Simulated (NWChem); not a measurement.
System: MoSiH₈; SMILES [SiH3][MoH5]

```xyz
10

Mo    -0.0001     0.6927     0.0302
H     -1.4395     1.3588    -0.5219
H      1.4448     1.3568    -0.5102
H     -0.8733    -0.1557    -1.0731
H      0.8800    -0.1557    -1.0675
H     -0.0080    -0.0654     1.5331
Si    -0.0001    -1.7487     0.0101
H      1.2106    -2.2303     0.7676
H      0.0068    -2.4851    -1.2958
H     -1.2159    -2.2339     0.7565
```
Atoms are numbered in this order, from 1.

All runs: NWChem. Structure relaxed at the PBE0/def2-SVP (def2 core potentials past Kr) level.

Question: What does the run give for PBE/STO-3G (all-electron, non-relativistic)? Quantities: highest occupied level (eV); orbital gap (eV); dipole (D).

Answer: 
```yaml
highest occupied level (eV): -3.00
orbital gap (eV): 3.00
dipole (D): 2.48
```
